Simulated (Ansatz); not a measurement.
Computed with Ansatz.

A structure relaxed at PBE0-D4/def2-TZVP, charge 0, multiplicity 1:

```csv
atom,x (Å),y (Å),z (Å)
C1,1.133,-0.362,0.805
C2,-0.366,-0.330,0.631
O3,-0.768,0.833,-0.090
B4,-0.926,0.822,-1.418
F5,-0.749,-0.269,-2.157
F6,-1.277,1.934,-2.039
H7,1.420,-1.224,1.411
H8,1.482,0.543,1.304
H9,1.637,-0.444,-0.161
H10,-0.869,-0.274,1.598
H11,-0.718,-1.228,0.115
```

(1) Give its formula and SMILES.

(2) Summarise the bond lengths by kind.

Answers

(1) C2H5BF2O, `CCOB(F)F`.

(2) 1 × C–C 1.509 Å; 5 × C–H 1.092 to 1.093 Å; 1 × C–O 1.426 Å; 1 × B–O 1.338 Å; 2 × B–F 1.321 to 1.329 Å.
